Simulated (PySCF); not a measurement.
**Computed properties of AlBrClH2N, SMILES [Cl][Al]([NH2])[Br]**

AlBrClH2N, SMILES [NH2][Al]([Cl])[Br]. Geometry: PBE0-D3(BJ)/def2-SVP. The structure was generated by enumeration; whether it is a known compound was not checked. Other conformers were not sampled. All values are computed for the isolated molecule unless a solvent is named; none is compared with measurement here.

**Structure.** The optimised structure has Cs symmetry. All 12 harmonic modes at PBE0-D3(BJ)/def2-SVP (PySCF) are real, so it is a minimum. With heavy atoms numbered as in [Al:1]([Cl:2])([Br:3])[NH2:4], the shortest bond between them is Al1–N4 at 1.753 Å and the longest Al1–Br3 at 2.242 Å.

**Vibrations.** The strongest infrared lines (harmonic, unscaled, degenerate partners summed) lie at 691 cm⁻¹ (206 km/mol, H 59 %, Al 22 %, N 16 %), 417 cm⁻¹ (184 km/mol, H 81 %, N 19 %), 877 cm⁻¹ (110 km/mol, N 47 %, Al 43 %, H 10 %). The softest mode is at 128 cm⁻¹ and the zero-point energy is 18.0 kcal/mol.

**Electronic structure.** r2SCAN/def2-TZVP (PySCF) places the frontier levels at -6.88 and -1.12 eV, a gap of 5.76 eV, and gives a dipole moment of 2.35 D and a mean polarisability of 61.3 bohr³. PBE/def2-TZVP (PySCF) at the same geometry gives -6.57 and -1.58 eV, so its gap is 0.77 eV narrower. An orbital gap is neither the optical nor the fundamental gap.

**Excitations.** TDDFT-PBE0/def2-SVPD (PySCF) has S1 at 5.73 eV (216 nm, f = 0.016, weak); the most intense of the 10 singlets computed lies at 7.27 eV (f = 0.12). T1 (TDA) is at 5.36 eV. TDDFT-PBE/def2-SVPD (PySCF) puts S1 at 5.00 eV. No vertical singlet excitation falls in the visible range (under 3.1 eV).

**NMR.** GIAO shifts at B3LYP/pcSseg-1 (PySCF) (non-relativistic, atoms alike by connectivity averaged): ¹H at 1.3 ppm against TMS. Without spin–orbit terms, shifts of atoms bonded to Cl or Br come out too high.
